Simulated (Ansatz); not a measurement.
The inner images of a band of B2H7NSi (11 atoms, charge 0, multiplicity 1) are given out of order.

The calculation used RKS B3LYP-D4/def2-SVP in Ansatz.

Image 0:

```xyz
11
Properties=species:S:1:pos:R:3
B -0.865 1.061 0.804
N -0.137 -0.045 0.258
B -0.258 -1.355 0.823
Si 0.866 0.208 -1.208
H -0.788 2.145 0.274
H -1.551 0.903 1.781
H 0.323 -2.283 0.312
H -0.942 -1.522 1.801
H 1.949 -0.810 -1.232
H 0.021 0.066 -2.427
H 1.448 1.575 -1.165
```

Image 8:

```xyz
11
Properties=species:S:1:pos:R:3
B -0.351 0.818 1.115
N 0.023 0.096 0.031
B -0.707 -1.012 0.804
Si 0.875 0.277 -1.482
H -0.255 1.935 1.532
H -1.825 -1.312 0.452
H -0.038 -1.820 1.408
H -1.000 -0.016 1.881
H 1.997 -0.701 -1.540
H -0.055 0.010 -2.615
H 1.401 1.667 -1.565
```

Task: Put them in order from the first end to the last, with their energies above the first end.
A.
```xyz
11
Properties=species:S:1:pos:R:3
B -0.385 0.885 1.203
N -0.063 0.412 -0.006
B -0.736 -0.843 0.699
Si 0.903 0.237 -1.444
H -0.572 1.867 1.858
H -1.924 -0.987 0.518
H -0.034 -1.819 0.779
H -0.662 -0.276 1.933
H 2.069 -0.628 -1.096
H 0.078 -0.452 -2.472
H 1.391 1.548 -1.951
```
B.
```xyz
11
Properties=species:S:1:pos:R:3
B -0.897 0.900 0.812
N 0.040 0.285 0.065
B -0.492 -0.919 0.892
Si 1.096 0.228 -1.322
H -1.359 1.973 1.063
H -1.471 -0.081 1.506
H -1.163 -1.732 0.300
H 0.165 -1.269 1.847
H 2.305 -0.558 -0.958
H 0.367 -0.478 -2.414
H 1.476 1.594 -1.771
```
C.
```xyz
11
Properties=species:S:1:pos:R:3
B -0.776 1.092 0.898
N -0.146 -0.018 0.249
B -0.374 -1.354 0.717
Si 0.881 0.195 -1.204
H -0.665 2.203 0.440
H -1.428 0.898 1.892
H 0.034 -2.288 0.066
H -0.969 -1.536 1.748
H 2.178 -0.500 -0.978
H 0.213 -0.395 -2.396
H 1.117 1.647 -1.411
```
D.
```xyz
11
Properties=species:S:1:pos:R:3
B -0.825 1.031 0.867
N -0.047 0.015 0.248
B -0.383 -1.296 0.751
Si 0.964 0.218 -1.208
H -0.895 2.144 0.410
H -1.489 0.715 1.825
H -0.610 -2.200 -0.015
H -0.442 -1.480 1.939
H 2.264 -0.473 -0.969
H 0.314 -0.396 -2.398
H 1.213 1.666 -1.431
```
E.
```xyz
11
Properties=species:S:1:pos:R:3
B -0.843 0.960 0.883
N 0.095 0.474 0.084
B -0.495 -0.824 0.893
Si 1.040 0.205 -1.350
H -1.267 1.885 1.508
H -1.665 -0.287 1.142
H -0.708 -1.755 0.163
H 0.023 -1.035 1.967
H 2.188 -0.667 -0.989
H 0.183 -0.503 -2.347
H 1.514 1.489 -1.934
```
F.
```xyz
11
Properties=species:S:1:pos:R:3
B -0.571 1.180 0.966
N 0.043 0.583 0.017
B -0.700 -0.840 0.900
Si 0.999 0.176 -1.385
H -1.070 1.894 1.763
H -1.908 -0.689 0.832
H -0.293 -1.750 0.212
H -0.219 -0.833 2.020
H 2.126 -0.697 -0.966
H 0.138 -0.526 -2.371
H 1.520 1.444 -1.968
```
G.
```xyz
11
Properties=species:S:1:pos:R:3
B -0.874 0.923 0.813
N 0.036 0.077 0.177
B -0.409 -1.166 0.833
Si 1.047 0.242 -1.255
H -1.079 2.084 0.571
H -1.549 0.357 1.672
H -1.123 -1.939 0.235
H 0.010 -1.445 1.929
H 2.334 -0.462 -0.998
H 0.381 -0.410 -2.419
H 1.292 1.681 -1.538
```

Result: C (+0.1 kcal/mol), D (+6.1 kcal/mol), G (+13.7 kcal/mol), B (+14.5 kcal/mol), E (+26.6 kcal/mol), F (+35.9 kcal/mol), A (+20.2 kcal/mol).

The run took 11 min on 2 threads of AMD EPYC 7R13 Processor (Zen 3), on a shared host, peak memory 0.22 GiB.
